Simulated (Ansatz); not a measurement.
Reaction (cleavage of the Si–Si bond): `O[SiH2][SiH](S)Cl` + HI → `O[SiH2]I` + `S[SiH2]Cl`

Computed with Ansatz on PBE0-D4/def2-TZVP structures; ΔE is electronic, products minus reactants. CCSD(T)/CBS is the MP2 limit (def2-TZVPP, def2-QZVPP) plus CCSD(T) − MP2 in def2-TZVPP, frozen cores. DFT in def2-TZVPP. def2 core potentials past Kr. For I outer-core shells are correlated without core-valence functions, which leaves a few kJ/mol of doubt a bond. One conformer a species, not always the lowest.

(1) Is it downhill or uphill in electronic energy at CCSD(T)/CBS, and by how much? (Estimate.)

(2) What do these levels give: r2SCAN-D4, ωB97M-V, PBE0, CCSD(T)/def2-TZVPP, MP2/CBS(def2), CCSD/CBS(def2)? (An estimate is asked.)

Largest T1 diagnostic among the species: 0.012.

Answers

(1) The calculation gave: Downhill: ΔE = -1.02 eV.

(2) The calculation gave: r2SCAN-D4 -0.96, ωB97M-V -1.01, PBE0 -0.96, CCSD(T)/def2-TZVPP -0.96, MP2/CBS(def2) -1.15, CCSD/CBS(def2) -1.04 eV.

In def2-TZVPP, CCSD(T) changes the Hartree–Fock value by +0.22 eV (the triples alone add +0.02 eV) and MP2 by +0.09 eV. From PBE to PBE0 (25 % exact exchange), in def2-TZVPP and without D4, ΔE moves by −0.07 eV.
